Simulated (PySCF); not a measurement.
Working out the ionisation energy of Zr

Zr [Kr] 4d2 5s2 (3F) → Zr⁺ [Kr] 4d2 5s1 (4F). All numbers are calculated (PySCF 2.14, scalar relativity through the core potential, in def2-SVP with the def2 core potential (28 electrons)). Frozen: 4s2 4p6. Energies in hartree (1 hartree = 27.21139 eV):

| part | Zr (lower) | Zr⁺ (upper) |
| --- | --- | --- |
| UHF | -46.431696 | -46.240866 |
| MP2 opposite-spin | -0.026509 | 0.000000 |
| MP2 same-spin | -0.008023 | -0.008131 |

Q: What does Hartree-Fock give?

A: (-46.240866) − (-46.431696) = 0.190830 hartree = 5.193 eV.

Q: What do MP2 and SCS-MP2 (6/5 opposite-spin, 1/3 same-spin) give?

A: The opposite-spin parts differ by 0.721 eV and the same-spin parts by -0.003 eV. MP2: 5.193 + (0.721) + (-0.003) = 5.911 eV. SCS-MP2: 5.193 + 1.2 × (0.721) + (-0.003)/3 = 6.057 eV.

Measured between the centres of the two terms (NIST): 6.639 eV, so MP2 (valence) is off by -0.728 eV.

A double-zeta basis recovers only part of the correlation energy.

What remains against the reference includes basis incompleteness, the frozen core and correlation beyond second order.
